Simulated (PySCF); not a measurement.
**Vibration and rotation of TeS**

PBE0 constants of TeS, ³Σ⁻ (triplet), unpaired electrons π ↑↑ (PySCF, scalar-relativistic core potentials, basis sets Te cc-pVTZ-PP with ECP28, S cc-pV(T+d)Z; masses 129.9062 and 31.9721 u):

* ωe: 497.4 cm⁻¹
* ωexe: 1.27 cm⁻¹
* Be: 0.13302 cm⁻¹
* αe: 0.000472 cm⁻¹
* De to Te + S: 3.68 eV

Problem. What force constant and bond length do these constants imply?

Solution. Reduced mass μred = 25.657 u; k = 5.8918×10⁻⁷·μred·ωe² (u, cm⁻¹, mdyn/Å) = 3.74 mdyn/Å; Re = √(16.8576/(μred·Be)) (u, cm⁻¹, Å) = 2.222 Å.

Problem. Estimate the centrifugal constant D from the Kratzer relation and find the Dunham coefficient a1.

Solution. D = 4Be³/ωe² = 3.81e-08 cm⁻¹; a1 = −1 − αeωe/(6Be²) = -3.21.

These are scalar-relativistic numbers at best; spin–orbit coupling would shift them, the dissociation energy most. The state is the lowest determinant that a PBE0 search found; another state may lie lower at other levels.
